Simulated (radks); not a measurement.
Results of a calculation; reference values are marked as such.
Coulomb parameter of the 3d shell of the iron ion Fe2+ in the model configuration [Ar] 3d5 4s1, as a second difference U = [E(n + 0.5) + E(n - 0.5) - 2 E(n)] / (0.5)^2 with all orbitals relaxed. "Bare": the charge of the atom changes with n. "Screened": the 4s shell takes up the change at fixed total charge, which measures U(3d,3d) + U(4s,4s) - 2 U(3d,4s). Level of theory: scalar-relativistic Kohn-Sham, BLYP, spin-unpolarised, spherical densities, finite nucleus; Fermi nuclear charge, rms radius 3.7377 fm (a radial shooting solver on a logarithmic mesh with Libxc functionals).

case              configuration  E - E(n) (eV)
start              [Ar] 3d5 4s1          0.000
bare +0.5        [Ar] 3d5.5 4s1        -13.775
bare -0.5        [Ar] 3d4.5 4s1         18.128
screened +0.5  [Ar] 3d5.5 4s0.5         -4.100
screened -0.5  [Ar] 3d4.5 4s1.5          5.211

U(bare) = 17.414 eV, U(screened by 4s) = 4.443 eV, against the Slater integral F0(3d,3d) = 24.891 eV with frozen orbitals.
